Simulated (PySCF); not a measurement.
Species: BF3H3P.
Atom-mapped SMILES: `[BH3-:1][P+:2]([F:3])([F:4])[F:5]` (hydrogens: H6, H7, H8 on B1)

Method: PBE0-D3(BJ)/def2-SVP geometry optimisation, gas phase in PySCF 2.14.0.

Task: What internal coordinates does the optimisation give?

Result: 
| bond | length (bohr) |
| --- | --- |
| B1–P2 | 3.469 |
| P2–F3, P2–F4, P2–F5 | 2.968 |
| B1–H6, B1–H7, B1–H8 | 2.300 |

Bonds in one row agree within 0.02 bohr and their mean is given. A selection of angles:
| angle | degrees |
| --- | --- |
| P2–B1–H6 | 103.3 |
| P2–B1–H7 | 101.9 |
| H6–B1–H7 | 115.3 |
| B1–P2–F3 | 118.6 |
| B1–P2–F4 | 117.5 |
| F3–P2–F4 | 99.8 |

All 3 F–P bonds measure 1.570 to 1.571 Å. B1 (four-coordinate boron) is distorted tetrahedral (angles from 101.9° to 115.6°). P2 (phosphorus bonded to B and 3 F) is distorted tetrahedral (angles from 99.6° to 118.6°).

Point group: C3v (tolerance 0.08 Å). Whether it is a minimum is left open (no frequencies).
